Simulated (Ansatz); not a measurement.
Reaction (ligand exchange at the Si–N bond): `O=CN[SiH2]O` + `CN[SiH2]O` → `CN([SiH2]O)[SiH2]O` + `NC=O`

Gas-phase electronic energies from Ansatz, PBE0-D4/def2-TZVP geometries. CCSD(T)/CBS is the MP2 limit (def2-TZVPP, def2-QZVPP) plus CCSD(T) − MP2 in def2-TZVPP, frozen cores. This one scheme is used for every species. Functionals use def2-TZVPP. B3LYP here is the variant with VWN-RPA as its local correlation; programs differ in this. Each species was taken in one conformer, which may not be the lowest.

```
level  ΔE (eV)
  PBE     0.07
B3LYP     0.10
```

(1) What does CCSD(T)/CBS give? (An estimate is asked.)

Largest T1 diagnostic among the species: 0.016.

Answers

(1) Computed: +0.06 eV. The listed levels differ from it by 0.01, 0.04 eV.

The D4 term adds −0.08 eV with B3LYP and −0.05 eV with PBE0; it sums over pairs of atoms, weighted by their polarisabilities, and B3LYP, whose exchange is more repulsive, gets the larger term. In def2-TZVPP, CCSD(T) changes the Hartree–Fock value by −0.08 eV (the triples alone add −0.01 eV) and MP2 by −0.10 eV.
